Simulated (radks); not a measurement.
Radial electron density D(r) = 4 pi r^2 rho(r) of an atom or ion with 45 electrons. All-electron calculation, scalar-relativistic Kohn-Sham, r2SCAN, spin-polarised, spherical densities, finite nucleus; meta-GGA in the generalised Kohn-Sham scheme; Fermi nuclear charge, rms radius of each element as measured or else 0.836 A^(1/3) + 0.57 fm. Program: a radial shooting solver on a logarithmic mesh with Libxc functionals.

```
   r/bohr * D(r) (the largest magnitude, 73.5, reaches the edge; | marks zero)
  0.00213 |  *
 0.002441 |   *
 0.002796 |    *
 0.003178 |     *
 0.003641 |       *
 0.004171 |        *
 0.004779 |           *
 0.005475 |             *
 0.006273 |                *
  0.00713 |                   *
 0.008168 |                      *
 0.009358 |                          *
  0.01072 |                              *
  0.01228 |                                  *
  0.01396 |                                     *
  0.01599 |                                        *
  0.01832 |                                          *
  0.02099 |                                           *
  0.02405 |                                           *
  0.02734 |                                          *
  0.03132 |                                        *
  0.03588 |                                      *
  0.04111 |                                     *
   0.0471 |                                     *
  0.05353 |                                      *
  0.06133 |                                          *
  0.07026 |                                              *
   0.0805 |                                                   *
  0.09223 |                                                      *
   0.1057 |                                                      *
   0.1201 |                                                   *
   0.1376 |                                             *
   0.1576 |                                        *
   0.1806 |                                    *
   0.2069 |                                    *
   0.2352 |                                       *
   0.2694 |                                          *
   0.3087 |                                           *
   0.3536 |                                       *
   0.4051 |                                *
   0.4605 |                       *
   0.5276 |                *
   0.6044 |           *
   0.6925 |           *
   0.7933 |           *
   0.9017 |            *
    1.033 |           *
    1.184 |         *
    1.356 |       *
    1.553 |    *
     1.78 |   *
    2.023 | *
    2.318 |*
    2.655 |*
    3.042 *
    3.485 *
    3.961 *
    4.538 *
    5.199 *
```

What is the nuclear charge?

Answer. Z = 46. The innermost maximum, from 1s, lies near gamma/Z bohr with gamma = sqrt(1 - (Z/c)^2) = 0.942, here 0.0205 bohr (found: 0.0224), and its height grows with Z. The density is that of the palladium ion Pd+ in [Kr] 4d9; the configuration itself is not fixed sharply by these data, and Z only to a few units. D(r) has 4 maxima, at r = 0.0224, 0.0991, 0.299, 0.909 bohr, and minima at 0.0445, 0.194, 0.676 bohr, inside which lie 2.02, 11.15, 29.01 electrons.
